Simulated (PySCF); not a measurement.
Input for PySCF: R-M06-2X/def2-TZVPP on H4O3Si (SMILES O[SiH](O)O), a point of a torsion scan.

```python
from pyscf import gto, dft

mol = gto.M(
    atom='''
    O     1.48236648    0.41247375   -0.34631491
    Si    0.06779774   -0.04384364    0.30289218
    O     0.32755426   -1.39290104    1.16708811
    O    -0.52820625    1.07741625    1.32239839
    H     2.26058904   -0.10904873   -0.17460388
    H    -0.86025022   -0.26929587   -0.79260185
    H    -0.31872080   -1.65015420    1.81686819
    H    -0.53889533    1.99114588    1.05694975
    ''',
    basis='def2-tzvpp',
    charge=0, spin=0, verbose=4, max_memory=1800)
mf = dft.RKS(mol, xc='m062x').density_fit(auxbasis='def2-universal-jkfit')
mf.grids.level = 4
mf.conv_tol = 1e-9
mf.max_cycle = 150
mf.kernel()
mf.dip_moment()
```

Question: Predict the final total energy.

Answer: -517.7452 hartree.
